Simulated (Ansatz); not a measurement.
```xyz
14

C     1.0001    0.0073   -0.0009
C     0.2534    1.2254    0.0024
C    -1.1351    1.2007   -0.0030
C    -1.8385   -0.0087   -0.0049
C    -1.1407   -1.2037    0.0010
C     0.2463   -1.2205   -0.0065
C     2.3983   -0.0032    0.0090
H     0.7872    2.1600    0.0014
H    -1.6851    2.1502   -0.0032
H    -2.9299    0.0044    0.0090
H    -1.6844   -2.1493    0.0022
H     0.7967   -2.1691    0.0087
H     2.9598   -0.9446   -0.0046
H     2.9577    0.9325    0.0074
```

Basis set: STO-3G (spherical functions). Left uncorrelated: 7 orbitals. Charge 0, multiplicity 2.

Computed with Ansatz (development build ahead of 0.2.0); each method stands on the lowest determinant of its kind that the runs found.

The atomization energy at this shape (free ground-state atoms in the same class of orbitals less the molecule, no zero-point energy) of doublet C₇H₇:

| method | atomization energy |
| --- | --- |
| UHF-MP2 | 1545.42 kcal/mol |

Question: What does UHF give?

Answer: 1397.59 kcal/mol. Caution: the unrestricted determinant is a mixture of spin states.

This basis has no polarisation functions and is too small for such energies, which can lie far from measured ones in either direction.
